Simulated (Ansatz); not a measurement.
Cost and result up the ladder for Al₆Si₄ (10 atoms). Charge 0, multiplicity 1. Geometry: r2SCAN-D4/def2-SVP.

Cartesian coordinates in Å:
```
Al 0.824 -2.002 -0.533
Al 2.202 0.292 -0.485
Al -2.248 1.018 -0.881
Al 2.142 -1.062 1.750
Al -1.196 3.023 0.503
Al -0.143 0.409 0.875
Si -0.230 -0.211 -1.786
Si 0.542 1.952 -1.094
Si -0.180 -2.058 1.737
Si -1.712 -1.360 -0.085
```

Ansatz on 4 threads of Arm Neoverse V2 on a shared host. Times are rough, and most runs start from the orbitals of an earlier one. No level here is sound enough to serve as a yardstick. Binding counts from free atoms at the same level (Al doublet, Si triplet; other spins of the atoms weren't run), without zero-point energy or a counterpoise term.

B3LYP takes the VWN-RPA correlation. Correlated methods freeze 50 core orbitals. The rows differ in basis, and correlated rows in double-zeta sets carry the largest basis error. The structure comes from a short search, and lower isomers may exist.

Run but left out: HF/6-31G (restricted singlet, unstable in another Hartree–Fock run and untested here).

Correlated methods converge slowly with the basis, most of all in double-zeta sets.

```csv
level,functions,wall time,binding energy per atom (eV),remarks
PBE-D4/def2-SVP,180,4.9 s,3.00,restricted SCF unstable in HF
B3LYP-D4/6-31G,130,5 s,2.13,restricted SCF unstable in HF
PBE0-D4/def2-SVP,180,7.5 s,2.88,restricted SCF unstable in HF
RPA@PBE/def2-SVP,180,8 s,2.30,restricted SCF unstable in HF
BLYP-D4/def2-TZVP,370,12 s,2.62,restricted SCF unstable in HF
PBE-D4/def2-TZVP (with forces),370,14 s,3.02,restricted SCF unstable in HF
r2SCAN-D4/def2-TZVP,370,30 s,2.97,restricted SCF unstable in HF
PBE0-D4/def2-TZVP,370,42 s,2.91,restricted SCF unstable in HF
CCSD(T)/def2-SVP,180,46 s,2.48,"large T1 (0.040), restricted SCF unstable"
B97M-V/def2-TZVP,370,51 s,3.05,restricted SCF unstable in HF
```
